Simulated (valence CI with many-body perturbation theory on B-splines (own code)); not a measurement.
# Which ion has this spectrum?

A relativistic CI+MBPT calculation for an atom or ion with 40 electrons gives these levels (eV):

```tsv
J	Parity	E	g
0	even	0.000	
1	even	12.036	1.50
2	even	16.722	1.28
4	even	16.734	1.09
3	even	18.154	1.18
0	even	27.519	
2	even	28.328	1.18
4	even	28.628	1.16
3	even	29.177	1.14
5	even	30.971	1.08
1	even	32.062	1.13
6	even	32.267	1.08
3	even	33.792	1.10
4	even	33.846	1.03
```

The energies are calculated, and their last digits are not significant.

(1) Which is it?
A. Yb30+
B. Hf32+
C. Ta33+
D. Tm29+

Results:

(1) B. Hf32+, ground level (4d3/2^4) J=0.
